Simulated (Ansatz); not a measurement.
`O[SiH2]N[SiH2][SiH3]` + `F[SiH2][O][GeH3]` → `O[SiH2]O[SiH2]F` + `[SiH3][SiH2][NH][GeH3]`  (redistribution)

Isolated molecules relaxed with PBE0-D4/def2-TZVP in Ansatz; ΔE leaves out vibrations. CCSD(T)/CBS is the MP2 limit (def2-TZVPP, def2-QZVPP) plus CCSD(T) − MP2 in def2-TZVPP, frozen cores. Functionals use def2-TZVPP. B3LYP here is the variant with VWN-RPA as its local correlation; programs differ in this. For Ge outer-core shells are correlated without core-valence functions, which leaves a few kJ/mol of doubt a bond. Scalar relativity is left out up to krypton. Each species was taken in one conformer, which may not be the lowest.

`O[SiH2]N[SiH2][SiH3]`:

```xyz
14

O     2.087    1.504    1.235
Si    1.454   -0.009    1.114
N     1.171   -0.547   -0.492
Si   -0.326   -0.674   -1.353
Si   -2.111    0.153   -0.081
H     1.567    2.233    0.893
H     0.131   -0.083    1.789
H     2.470   -0.858    1.775
H     1.998   -0.775   -1.029
H    -0.263    0.106   -2.624
H    -0.616   -2.084   -1.745
H    -1.821    1.528    0.413
H    -2.441   -0.715    1.080
H    -3.301    0.221   -0.975
```

`F[SiH2][O][GeH3]`:

```xyz
9

F     0.480   -1.653   -1.655
Si   -0.771   -0.907   -0.995
O    -0.311    0.502   -0.356
Ge    0.720    1.026    1.001
H    -1.748   -0.640   -2.070
H    -1.294   -1.825    0.046
H     0.704   -0.081    2.067
H     0.088    2.323    1.516
H     2.131    1.255    0.446
```

`O[SiH2]O[SiH2]F`:

Z-matrix (Å, degrees):
```
Si
O 1 1.636
O 1 1.635 2 111.3
H 1 1.482 2 106.5 3 -121.1
H 1 1.478 2 109.7 3 116.4
Si 2 1.618 1 148.5 3 -105.6
H 3 0.958 1 118.5 2 -72.4
F 6 1.593 2 109.0 1 -99.2
H 6 1.477 2 109.1 1 143.7
H 6 1.480 2 110.7 1 18.6
```

`[SiH3][SiH2][NH][GeH3]`:

```xyz
13

Si    1.621   -1.968   -0.374
Si   -0.410   -0.835   -0.086
N    -0.122    0.758    0.505
Ge   -1.156    2.251    0.207
H     2.439   -1.337   -1.445
H     1.390   -3.396   -0.726
H     2.406   -1.923    0.893
H    -1.121   -0.697   -1.387
H    -1.287   -1.666    0.796
H     0.529    0.850    1.271
H    -2.280    2.389    1.255
H    -0.243    3.486    0.281
H    -1.768    2.088   -1.191
```

Task: Is it downhill or uphill in electronic energy at CCSD(T)/CBS, and by how much? (Estimate.)

Result: The calculation gave: Downhill: ΔE = -0.22 eV.

Task: What do these levels give: PBE0-D4, B3LYP-D4, ωB97X-V, B2PLYP, PBE0, B3LYP, HF/def2-TZVPP, HF/def2-QZVPP, MP2/def2-QZVPP, SCS-MP2/def2-QZVPP, HF/CBS(def2), MP2/CBS(def2)? (Best estimate.)

Result: Ansatz gave: PBE0-D4 -0.18, B3LYP-D4 -0.20, ωB97X-V -0.18, B2PLYP -0.23, PBE0 -0.21, B3LYP -0.25, HF/def2-TZVPP -0.30, HF/def2-QZVPP -0.30, MP2/def2-QZVPP -0.23, SCS-MP2/def2-QZVPP -0.23, HF/CBS(def2) -0.30, MP2/CBS(def2) -0.23 eV.

Largest T1 diagnostic among the species: 0.012.

In def2-TZVPP, CCSD(T) changes the Hartree–Fock value by +0.08 eV (the triples alone add +0.02 eV) and MP2 by +0.07 eV. The D4 term adds +0.05 eV with B3LYP and +0.03 eV with PBE0; it sums over pairs of atoms, weighted by their polarisabilities, and B3LYP, whose exchange is more repulsive, gets the larger term.
